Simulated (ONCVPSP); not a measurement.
## tellurium (Te), ONCV: configuration errors across variants

ONCVPSP 4.0.1 input, shortened (lines: element, Z, core and valence counts, functional; n l f; lmax; l rc ep ncon nbas qcut; lloc lpopt rc5 dvloc0; l nproj debl; icmod fcfact rcfact), PBE, scalar-relativistic:

```
  Te 52.00    8    3        4      upf
    1    0    2.00
    2    0    2.00
    2    1    6.00
    3    0    2.00
    3    1    6.00
    3    2   10.00
    4    0    2.00
    4    1    6.00
    4    2   10.00
    5    0    2.00
    5    1    4.00
    2
    0    1.75    0.00    5   10    3.60
    1    2.40    0.00    4    9    3.60
    2    1.00    0.00    4    7   10.20
    4    5    0.85    4.00
    0    2    2.00
    1    2    1.10
    2    2    2.30
    3    4.50    1.25
```

All-electron excitation energies from the reference (eV): (1) 4d10 5s2 5p3 9.729; (2) 4d10 5s2 5p2 27.654; (3) 4d10 5s2 5p1 54.552; (4) 4d10 5s2 5p0 91.036.

A true bound ghost makes a file unfit for plane-wave use even where its test errors are small: the radial tests pick states by their node count and pass the ghost by.

Errors AE − PS in meV (a dash: test not solved or not reliable):

```csv
change,(1),(2),(3),(4),bound ghosts,GHOST(+) flags above zero
base,-3.6,-14,-36,-72,"s, p",s
"core correction Teter function, fcfact 1.6, rcfact 1.25",-3.6,-14,-36,-69,"s, p",s
"core correction Teter function, fcfact 2.3, rcfact 1.25",-3.6,-14,-36,-70,"s, p",s
"core correction Teter function, fcfact 3, rcfact 1.25",-3.6,-14,-36,-70,"s, p",s
"core correction Teter function, fcfact 4, rcfact 1.25",-3.6,-14,-36,-71,"s, p",s
"core correction Teter function, fcfact 4.9, rcfact 1.25",-3.6,-14,-36,-72,"s, p",s
"core correction Teter function, fcfact 5.8, rcfact 1.25",-3.7,-14,-36,-73,"s, p",s
"core correction Teter function, fcfact 7.6, rcfact 1.25",-3.7,-14,-37,-74,"s, p",s
```

Question: Give the same row for: core correction Teter function, fcfact 6.6, rcfact 1.25.

Answer: -3.7, -14, -37, -73; bound ghosts: s, p; GHOST(+) flags above zero: s.
